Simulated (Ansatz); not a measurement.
`N[SiH](O)[SiH2]O` → `O[SiH](O)N[SiH3]`  (isomerisation)

Program: Ansatz. Geometries: PBE0-D4/def2-TZVP. ΔE: electronic, gas phase. CBS: MP2 limit from def2 TZ/QZ plus the TZ coupled-cluster correction, frozen cores. One conformer a species, not always the lowest.

| species | SCS-MP2/def2-TZVPP energy (Eh) |
| --- | --- |
| `N[SiH](O)[SiH2]O` | -787.30378 |
| `O[SiH](O)N[SiH3]` | -787.34677 |

**Question.** Work out ΔE.

**Answer.** ΔE = (-787.34677) − (-787.30378) = -0.04299 Eh = -112.9 kJ/mol. CCSD(T)/CBS gives -103.4 kJ/mol.

Largest T1 diagnostic among the species: 0.012.

From PBE to PBE0 (25 % exact exchange), in def2-TZVPP and without D4, ΔE moves by −10.0 kJ/mol. In def2-TZVPP, CCSD(T) changes the Hartree–Fock value by +15.1 kJ/mol (the triples alone add +2.2 kJ/mol) and MP2 by +9.3 kJ/mol.
